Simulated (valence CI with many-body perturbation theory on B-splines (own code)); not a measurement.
# Which ion has this spectrum?

A relativistic CI+MBPT calculation for an atom or ion with 23 electrons gives these levels (eV):

| J | Parity | E | g |
| --- | --- | --- | --- |
| 5/2 | even | 0.000 | 1.83 |
| 5/2 | even | 10.645 | 1.09 |
| 7/2 | even | 16.245 | 1.11 |
| 3/2 | even | 16.769 | 1.33 |
| 11/2 | even | 17.062 | 1.18 |
| 5/2 | even | 18.551 | 1.09 |
| 9/2 | even | 18.597 | 1.16 |
| 1/2 | even | 19.886 | 1.89 |
| 7/2 | even | 23.272 | 1.23 |
| 5/2 | even | 24.107 | 1.23 |
| 7/2 | even | 26.588 | 1.15 |
| 11/2 | even | 26.598 | 1.03 |
| 3/2 | even | 27.648 | 1.00 |
| 1/2 | even | 27.773 | 0.67 |

The energies are calculated, and their last digits are not significant.

Problem. Which is it?
A. Xe31+
B. Cd25+
C. Sb28+
D. In26+

Solution. C. Sb28+, ground level (3d3/2^3 3d5/2^2) J=5/2 [a].
